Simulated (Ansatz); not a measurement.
The pair A = C2H2 (SMILES C#C) (first 4 atoms), B = CH3I (SMILES CI); geometry from B3LYP-D3(BJ)/def2-TZVP.
(charge 0, multiplicity 1):
```json
[
 {"atom": "C", "x (Å)": "-0.3668", "y (Å)": "-0.0942", "z (Å)": "0.7666"},
 {"atom": "C", "x (Å)": "-0.2625", "y (Å)": "-1.0548", "z (Å)": "0.0594"},
 {"atom": "H", "x (Å)": "-0.4479", "y (Å)": "0.7505", "z (Å)": "1.4092"},
 {"atom": "H", "x (Å)": "-0.1760", "y (Å)": "-1.9023", "z (Å)": "-0.5758"},
 {"atom": "C", "x (Å)": "1.5731", "y (Å)": "-0.8434", "z (Å)": "3.7788"},
 {"atom": "I", "x (Å)": "0.8611", "y (Å)": "1.1235", "z (Å)": "4.3088"},
 {"atom": "H", "x (Å)": "1.2120", "y (Å)": "-1.5288", "z (Å)": "4.5366"},
 {"atom": "H", "x (Å)": "1.1685", "y (Å)": "-1.0762", "z (Å)": "2.8004"},
 {"atom": "H", "x (Å)": "2.6559", "y (Å)": "-0.7983", "z (Å)": "3.7655"}
]
```

Correlated levels freeze the cores. Filled d and f shells under p-block atoms count as core.

Codes used: Ansatz (Gaussian basis) for Hartree–Fock, density functionals and correlated methods. Each number belongs to the level named beside it. In def2 rows elements past Kr take small-core potentials, without spin–orbit coupling.

Total energies (hartree), monomers frozen at their geometry in the pair:

```json
[
 {"structure": "AB", "HF/def2-SVPD": "-413.0010348", "PBE/def2-TZVPPD": "-414.8168353", "CCSD(T)/def2-SVPD": "-413.5983294"},
 {"structure": "A in the pair's basis", "HF/def2-SVPD": "-76.7647360", "PBE/def2-TZVPPD": "-77.2523040", "CCSD(T)/def2-SVPD": "-77.0598642"},
 {"structure": "B in the pair's basis", "HF/def2-SVPD": "-336.2363384", "PBE/def2-TZVPPD": "-337.5622932", "CCSD(T)/def2-SVPD": "-336.5362005"},
 {"structure": "A", "HF/def2-SVPD": "-76.7642266", "PBE/def2-TZVPPD": "-77.2522257", "CCSD(T)/def2-SVPD": "-77.0584086"},
 {"structure": "B", "HF/def2-SVPD": "-336.2360850", "PBE/def2-TZVPPD": "-337.5622687", "CCSD(T)/def2-SVPD": "-336.5347238"}
]
```

Work out the interaction energy without and with the counterpoise correction, and the superposition error, for each level.


E(AB) − E(A) − E(B), times 627.509 kcal/mol, with the monomers in their own basis and then in the pair's basis:
- HF/def2-SVPD: -0.45 uncorrected, 0.02 corrected; the monomers gain 0.48 kcal/mol from borrowed functions
- PBE/def2-TZVPPD: -1.47 uncorrected, -1.40 corrected; the monomers gain 0.06 kcal/mol from borrowed functions
- CCSD(T)/def2-SVPD: -3.26 uncorrected, -1.42 corrected; the monomers gain 1.84 kcal/mol from borrowed functions

Ansatz is a program for electronic structure.
